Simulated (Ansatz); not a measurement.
Ansatz results at the PBE0-D4/def2-TZVP geometry: HOMO–LUMO gap (B3LYP/def2-TZVPP) 5.62 eV; size of the dipole moment (B3LYP/def2-TZVPP) 1.37 D; HOMO–LUMO gap (PBE/def2-TZVPP) 3.73 eV.

Each molecule was computed in one conformer, which needn't be the lowest.

Which molecule gave them?
A. `NC1(F)CO1`
B. `CO[CH2][AlH2]`
C. `C=C(O)OC=S`
D. `N[SiH2][AlH2]`

B. The others give `N[SiH2][AlH2]`: 4.77, 1.26, 3.13; `C=C(O)OC=S`: 4.45, 4.47, 2.76; `NC1(F)CO1`: 8.63, 1.98, 6.79.

B3LYP here is the variant with VWN-RPA as its local correlation; programs differ in this.
